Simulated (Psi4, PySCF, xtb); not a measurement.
Two rigid molecules brought together: HCl ··· HCl (SMILES Cl and Cl), singlet. Monomers: optimised at B3LYP-D3(BJ) (def2-TZVP), held rigid. Orientation: lowest of the rigid-body minima from ten starts at GFN2-xTB. The monomers approach along the line of their centres of mass (distance R); nothing else relaxes.

Geometry at R = 3.50 Å (first 2 atoms: monomer A):
```
4

Cl     0.6410     0.0000     0.0000
H     -0.6410     0.0000     0.0000
Cl    -0.0982    -1.8651    -2.9199
H      0.3945    -1.2311    -1.9204
```

Levels: CCSD(T)/aug-cc-pVDZ = DF-CCSD(T)/aug-cc-pVDZ, frozen core, counterpoise-corrected in Psi4 1.11; SCS-MP2/aug-cc-pVTZ = DF-SCS-MP2/aug-cc-pVTZ, frozen core, counterpoise-corrected (Psi4 1.11); RKS-B3LYP/3-21G = restricted B3LYP/3-21G, no counterpoise correction (PySCF 2.14.0); GFN1-xTB (xtb); PBE-D3(BJ)/def2-TZVP, counterpoise-corrected (Psi4).

Interaction energies in kJ/mol (negative: bound); R is the distance of the centres of mass, d the Cl1···H4 distance.

```csv
R / Å,d / Å,CCSD(T)/aug-cc-pVDZ,SCS-MP2/aug-cc-pVTZ,RKS-B3LYP/3-21G,GFN1-xTB,PBE-D3(BJ)/def2-TZVP
2.92,1.72,60.16,53.51,54.16,18.70,35.13
3.11,1.91,24.82,20.30,16.14,0.96,7.47
3.28,2.08,8.37,5.20,-0.72,-6.10,-4.14
3.50,2.29,-1.72,-3.52,-9.57,-8.80,-9.88
3.69,2.48,-5.13,-6.07,-11.15,-8.24,-10.80
3.92,2.71,-6.14,-6.44,-9.89,-6.38,-9.89
4.19,2.98,-5.53,-5.50,-7.23,-4.17,-7.97
4.49,3.28,-4.29,-4.16,-4.65,-2.44,-5.87
4.97,3.76,-2.61,-2.52,-2.15,-1.10,-3.38
5.71,4.50,-1.20,-1.18,-0.74,-0.45,-1.41
6.69,5.48,-0.50,-0.50,-0.31,-0.16,-0.53
8.03,6.82,-0.19,-0.19,-0.12,-0.05,-0.20
```

Lowest grid point: CCSD(T)/aug-cc-pVDZ -6.14 kJ/mol at R = 3.92 Å; SCS-MP2/aug-cc-pVTZ -6.44 kJ/mol at R = 3.92 Å; RKS-B3LYP/3-21G -11.15 kJ/mol at R = 3.69 Å; GFN1-xTB -8.80 kJ/mol at R = 3.50 Å; PBE-D3(BJ)/def2-TZVP -10.80 kJ/mol at R = 3.69 Å.
